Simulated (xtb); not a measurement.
C₂H₆AlCl, charge -1, doublet, geometry from GFN2-xTB (such geometries of metal compounds can be far from the true shape) (a state made from the parent by changing its charge; the spin is typed, not shown lowest). Base run: xtb 6.7.1 with GFN2-xTB.

xtb was given this input:
```
$ xtb mol.xyz --gfn 2 --chrg -1 --uhf 1 --json

# file mol.xyz
10

Al     0.36695933     0.42865496     0.48164830
C      1.95692773    -0.65701044    -0.32656185
H      1.69918177    -1.63745946    -0.75295763
H      2.72486752    -0.85434747     0.43432235
H      2.46903929    -0.10900111    -1.13062786
C     -0.55205430    -0.90172387     1.80277609
H     -0.81963055    -1.88313168     1.38472315
H     -1.48285509    -0.49444891     2.22328960
H      0.09686377    -1.11066967     2.66467236
Cl    -1.05218698     0.58052645    -1.17306678
```

Variants of this job, named by their change:

| change | ΔE vs base (kcal/mol) | G_solv (kcal/mol) | SCF cycles |
|---|---|---|---|
| base | 0.000 | - | 14 |
| alpb = chcl3 | -48.19 | -48.39 | 14 |
| acc = 0.0001 | 0.000 | - | 23 |
| gbsa = methanol | -52.61 | -52.82 | 14 |
| etemp = 10000 | -14.47 | - | 14 |

ALPB and GBSA are two models with their own fitted parameters for each solvent, which aren't always the measured dielectric constant.
